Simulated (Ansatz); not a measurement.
Molecule: sum formula Si2H4Cl, charge 0, multiplicity 2. It need not be the lowest isomer of its formula. 
Geometry from a B3LYP-D3(BJ)/def2-TZVP (Ansatz, an electronic-structure program) optimisation:
```xyz
7

Si    -1.8714    -0.3051    -0.1831
Si     0.3830    -0.7022     0.2553
Cl     1.4370     1.0385    -0.1541
H     -2.7134    -1.5227    -0.0529
H     -2.4422     0.8042     0.6205
H      0.8978    -1.7741    -0.6243
H      0.6672    -1.0591     1.6650
```
Charge 0, spin multiplicity 2.

Wanted: atomisation energy (electronic, to ground-state atoms), in kcal/mol. Valence correlation only, unless marked. Open shells are spin-unrestricted. Spin-orbit coupling is left out. Non-relativistic. The coupled-cluster limit lacks core correlation, which all-electron functionals hold. Basis-set limits of correlation are two-point, X^-3; Hartree-Fock from the larger set.

```csv
level,program,atomisation energy (kcal/mol)
revPBE/def2-TZVPD,Ansatz,437.6
r2SCAN-D3(BJ)/def2-TZVPD,Ansatz + dftd3,460.8
LC-wPBE/def2-TZVPD,Ansatz,___
B2PLYP-D3(BJ)/def2-TZVPD,Ansatz + dftd3,449.9
CCSD/cc-pV(Q+d)Z,Ansatz,___
"CCSD(T)/CBS(aug-cc-pV(T+d)Z,aug-cc-pV(Q+d)Z)",Ansatz,___
```

Q: Some entries are withheld; supply them.

A: 
- LC-wPBE/def2-TZVPD, atomisation energy (kcal/mol): 450.3
- CCSD/cc-pV(Q+d)Z, atomisation energy (kcal/mol): 447.3
- CCSD(T)/CBS(aug-cc-pV(T+d)Z,aug-cc-pV(Q+d)Z), atomisation energy (kcal/mol): 458.6
